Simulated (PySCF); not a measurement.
Si(H)2(Me)(OH) (CH₆OSi), SMILES [SiH2](C)O. Geometry optimised at B3LYP-D3(BJ)/def2-TZVP. The values are those of a single conformer.

All values below come from B3LYP-D3(BJ)/def2-TZVP in PySCF 2.14.0.

Harmonic wavenumbers (cm⁻¹): 169, 172, 255, 505, 672, 702, 761, 835, 886, 901, 957, 976, 1293, 1457, 1461, 2193, 2244, 3025, 3092, 3103, 3873. Rotational constants (GHz): 19.69, 6.456, 5.388; symmetry number 1.

Question: Work out the zero-point energy and the ideal-gas rigid-rotor harmonic-oscillator thermochemistry at 298.15 K and 1 atm.

Answer: ZPE = ½ Σ hcν = ½ × 29532 cm⁻¹ = 42.22 kcal/mol. H − E(el) = 46.18 kcal/mol. Entropy in cal/(mol K): translation 38.30, rotation 23.67, vibration 8.83, total 70.80. G − E(el) = 25.07 kcal/mol. Cp = 19.91 cal/(mol K).
